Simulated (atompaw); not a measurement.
# fluorine: one change to a PAW (atompaw) potential, before and after

fluorine, PAW, made with atompaw 4.2.0.5 (PBE, non-relativistic). Core [He], reference 2s2 2p5. Waves: 2s (bound): rc 1.60 bohr; 2s channel at -1.8 Ry: rc 0.70 bohr; 2p (bound): rc 1.60 bohr; 2p channel at -0.2 Ry: rc 1.60 bohr. Local part: bessel scheme, radius 1.55 bohr. Core correction: smooth core density matched at 1.10 bohr. Augmentation charge: sinc compensation charge, radius 1.45 bohr; PAW radius 1.60 bohr; waves and projectors: custom rrkj gramschmidtortho.

Change: wave 2s (bound): rc 1.60 bohr becomes 2s (bound): rc 1.00 bohr.

Cutoffs: the cutoffs (Ry, on a coarse ladder) from which the occupation-weighted sum of valence levels, in a spherical-Bessel basis at the reference potential, stays within 10 and 1 mRy of its value at 400 Ry; they do not see the model core or the augmentation charge, which bear on the density cutoff.

What does the change do?

The potential gets neither clearly harder nor softer (30 Ry and 45 Ry → 30 Ry and 50 Ry); the p channel sets the loose cutoff, while the largest relative change is in s, which becomes harder; the range in which the s phases agree narrows (upper end 3.6 → 0.8); neither file shows a bound ghost.

| quantity | base | changed |
| --- | --- | --- |
| cutoff, loose | 30 Ry | 30 Ry |
| cutoff, tight | 45 Ry | 50 Ry |
| loose cutoff by channel (10 mRy a level) | s 18 Ry, p 25 Ry | s 21 Ry, p 25 Ry |
| bound ghosts | none | none |
| s: phases at 1.61 bohr within 0.05 rad from the reference energy up to (Ry; the scan ends near 5) | 3.6 | 0.8 |
| p: phases at 1.61 bohr within 0.05 rad from the reference energy up to (Ry; the scan ends near 5) | 4.6 | 4.6 |
| lowest overlap eigenvalue by channel | s 0.15, p 1.00 | s 0.08, p 1.00 |

 The cutoffs see the waves, projectors and local potential, not the compensation charge or the core.
